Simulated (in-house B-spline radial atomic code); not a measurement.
A fraction x of an electron is removed from 3d in Fe2+, starting from [Ar] 3d6 and keeping the highest spin. Level of theory: scalar-relativistic (X2C) RPBE, spin-polarised, spherical fractional occupations, Fermi nucleus of rms radius 3.7377 fm; calculated with a B-spline radial code for spherical atoms.

```csv
x,E(x) - E(0) (eV),3d down level (eV)
0,0.0000,-23.125
0.06,1.4146,-24.030
0.21,5.1912,-26.336
0.34,8.7476,-28.385
0.46,12.2694,-30.317
0.5,13.4951,-30.969
0.61,17.0012,-32.783
0.73,21.0556,-34.796
0.87,26.0938,-37.186
0.98,30.2891,-39.095
1,31.0745,-
```

The exact functional would give a straight line between the two integer points. Deviations E(x) - E(0) - x[E(1) - E(0)], in eV: -0.45 at x = 0.06, -1.334 at x = 0.21, -1.818 at x = 0.34, -2.025 at x = 0.46, -2.042 at x = 0.5, -1.954 at x = 0.61, -1.629 at x = 0.73, -0.941 at x = 0.87, -0.164 at x = 0.98.

The curve lies below the straight line by up to 2.042 eV (at x = 0.5): convex, the delocalisation error that favours fractional charges.

**Question.** How well does Slater's transition state (minus the level at half occupation) give the ionisation energy?

**Answer.** It gives 30.969 eV against 31.075 eV from the two total energies; NIST lists 30.65 eV, ground level to ground level.
